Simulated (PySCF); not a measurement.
Species: C4H12OSi2.
SMILES with atom numbers: `[SiH3:1][CH2:2][O:3][CH:4]1[CH2:5][SiH2:6][CH2:7]1`

Cartesian coordinates in Å at the GFN2-xTB level; atoms count from 1:
```
atom  x, y, z in Å
Si1   -3.2775    0.0989    0.3908
C2    -1.6575    0.0811   -0.6052
O3    -0.6639   -0.2972    0.3250
C4     0.6200   -0.4530   -0.2245
C5     1.6043   -0.9901    0.8289
Si6    2.9185    0.2842    0.2911
C7     1.3424    0.8601   -0.6169
H8    -3.1613    1.0893    1.4596
H9    -3.5014   -1.2345    0.9449
H10   -4.3682    0.4636   -0.5198
H11   -1.6868   -0.6370   -1.4383
H12   -1.4231    1.0607   -1.0432
H13    0.5645   -1.1269   -1.0948
H14    1.8068   -2.0538    0.7392
H15    1.1997   -0.8112    1.8229
H16    3.9618   -0.2441   -0.5896
H17    3.4756    1.1598    1.3203
H18    1.3797    1.0465   -1.6878
H19    0.8565    1.7129   -0.1453
```

NICS is the negative of the GIAO shielding at a point without a nucleus: at the ring centre (0) and 1 Å above and below it (1); zz is the component along the ring normal. Level: GIAO PBE0/pcSseg-1 (PySCF, non-relativistic, gas phase) on the GFN2-xTB geometry, one conformer.

Ring bond lengths (Å), with Mayer bond orders in brackets: C4–C5 1.539 (0.99), C5–Si6 1.908 (0.94), Si6–C7 1.908 (0.94), C7–C4 1.549 (0.99).

Task: Give the NICS values of each ring in ppm.

Result: 
```
        ring                                              type  NICS(0)  NICS(1), two faces  NICS(1)zz, two faces  rms pucker (Å)  centre to ring atoms, mean (Å)
C4–C5–Si6–C7  4-membered ring with Si; formal bonds all single     -0.5         -2.2 / -1.0             2.1 / 6.3            0.08                            1.21
```

Task: What can be read from them?

Result: 
- C4–C5–Si6–C7: mean NICS(1)zz 4.2 ppm, deshielded. C4, C5, Si6, C7 have four or more neighbours; no verdict on aromaticity is drawn. The two faces differ by 4.2 ppm, so no symmetry operation interchanges them.

Task: At the second NICS(1) probe listed for ring C4–C5–Si6–C7, 1 Å off the ring, how large is the induced field along the normal in 11.7 T applied along it?

Result: NICSzz × B0 = 6.3 ppm × 11.7 T = 74 μT, along the applied field.

Task: How shielded are the nuclei of the rings and their hydrogens (means over atoms taken as equivalent)?

Result: 
```tsv
atoms	environment	σ isotropic (ppm)	principal values of the symmetric part, first atom (ppm)
C4	sp3 carbon bound to oxygen	106.8	81.7, 87.6, 151.2
C5 (×2)	sp3 carbon bound to silicon	166.8	140.3, 156.1, 200.2
Si6	SiH2 silicon	408.1	358.4, 424.3, 441.5
H13	methine hydrogen	27.76	25.0, 28.1, 30.2
H14 (×2)	methylene hydrogen	29.86	25.9, 27.1, 36.4
H15 (×2)	methylene hydrogen	30.06	26.3, 29.2, 34.2
H16	Si–H hydrogen	27.34	24.3, 25.3, 32.4
H17	Si–H hydrogen	27.18	23.8, 24.9, 32.8
```

The run took 43 s of wall time (grids of density and orbitals included) on an Arm Neoverse V1 with one thread, shared host, and the process peaked at 0.85 GiB of memory. This is the whole shielding run at PBE0/pcSseg-1, SCF included.
